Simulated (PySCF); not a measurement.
C4H5Si, SMILES C1=C[SiH]C=C1, multiplicity 2. Atoms are numbered in the order given.

```xyz
10

C      0.0000     0.7338    -1.2461
C      0.0000     1.3704    -0.0167
Si     0.0000     0.0000     1.1901
C      0.0000    -1.3704    -0.0167
C      0.0000    -0.7338    -1.2461
H      0.0000     1.2849    -2.2011
H      0.0000     2.4607     0.1056
H      0.0000     0.0000     2.6835
H      0.0000    -2.4607     0.1056
H      0.0000    -1.2849    -2.2011
```
Charge 0, spin multiplicity 2.

The structure is a stationary point at PBE-D3(BJ)/def2-SVP. The geometry has at least one imaginary mode, so it is a saddle point at that level. The isomer is the one that the SMILES or the coordinates give; other isomers of the formula were not compared.

Level of theory: PBE0/pcH-1 run with PySCF.

Unrestricted Kohn–Sham, ⟨S²⟩ = 0.761. Hyperfine tensors hold the contact and dipolar terms, without spin-orbit corrections.

**Question.** Estimate the hyperfine couplings. (The exact figures need the calculation; the answer reports its results.)

**Answer.** 
| nucleus | A(iso) (MHz) | A(iso) (G) | dipolar principal values (MHz) |
|---|---|---|---|
| 13C no. 1 | 11.2 | 4.0 | -18.2, -17.1, 35.3 |
| 13C no. 2 | -23.9 | -8.5 | -2.2, -1.0, 3.2 |
| 29Si no. 3 | -118.0 | -42.1 | -137.0, 68.2, 68.8 |
| 13C no. 4 | -23.9 | -8.5 | -2.2, -1.0, 3.2 |
| 13C no. 5 | 11.2 | 4.0 | -18.2, -17.1, 35.3 |
| 1H no. 6 | -18.9 | -6.8 | -9.4, -1.6, 11.0 |
| 1H no. 7 | -0.4 | -0.1 | -1.5, -1.2, 2.6 |
| 1H no. 8 | -46.3 | -16.5 | -9.0, 2.3, 6.7 |
| 1H no. 9 | -0.4 | -0.1 | -1.5, -1.2, 2.6 |
| 1H no. 10 | -18.9 | -6.8 | -9.4, -1.6, 11.0 |
